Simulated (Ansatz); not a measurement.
```xyz
6

F    -0.5060    1.3442    0.7433
C    -0.1775    0.4991   -0.2825
Te   -0.3955   -1.5714    0.2324
H     0.8575    0.6746   -0.5739
H    -0.8480    0.6795   -1.1242
H     1.0696   -1.6260    1.0050
```

Total charge 0; spin multiplicity 1. Te: def2 effective core potential.

Task: List the PBE0/def2-TZVPP orbital energies in eV (Ansatz 0.2.0). (An estimate is asked.)

Result: Computed: Occupied: -674.03, -281.08, -172.03, -121.02, -120.92, -120.70, -44.24, -44.20, -44.00, -43.91, -43.88, -33.86, -20.32, -17.25, -14.37, -14.29, -12.90, -10.62, -9.80, -8.61, -6.56. Lowest empty: -0.87, 0.19, 1.80, 2.40, 2.55, 3.93, 4.13, 4.31.
